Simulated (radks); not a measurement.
Results of a calculation; reference values are marked as such.
Valence configurations of the krypton ion Kr3+ (all share [Ar]). Code: a radial shooting solver on a logarithmic mesh with Libxc functionals. Model: Dirac Kohn-Sham, PBE, spin-unpolarised, spherical densities, finite nucleus; open shells fill j = l - 1/2 first; Fermi nuclear charge, rms radius 4.1884 fm. Energies are relative to 3d10 4s2 4p3; eigenvalues in eV.

| valence | E (eV) | e(3d3/2) | e(3d5/2) | e(4p1/2) | e(4p3/2) | e(4s1/2) |
|---|---|---|---|---|---|---|
| 3d10 4s2 4p3 | 0.000 | -122.30 | -120.99 | -43.827 | -42.936 | -58.983 |
| 3d10 4s1 4p4 | 16.104 | -123.83 | -122.52 | -44.542 | -43.637 | -59.798 |
| 3d10 4p5 | 32.320 | -125.34 | -124.02 | -45.236 | -44.317 | - |
| 3d9.5 4s0.5 4p5 | 65.280 | -131.73 | -130.38 | -46.295 | -45.334 | -61.957 |
| 3d9.5 4p5.5 | 73.604 | -132.46 | -131.11 | -46.629 | -45.661 | - |
| 3d9 4s2 4p4 | 83.856 | -136.82 | -135.44 | -46.687 | -45.698 | -62.563 |
| 3d9 4s1 4p5 | 100.77 | -138.27 | -136.89 | -47.356 | -46.353 | -63.321 |
| 3d9 4p6 | 117.79 | -139.69 | -138.31 | -48.007 | -46.990 | - |
| 3d8 4s2 4p5 | 179.66 | -151.77 | -150.33 | -49.484 | -48.394 | -66.037 |

NIST lists [Ar] 3d10 4s2 4p3 as the ground configuration; this level of theory agrees among the configurations tried. The energies are those of spherical spin-averaged densities, not of single terms.
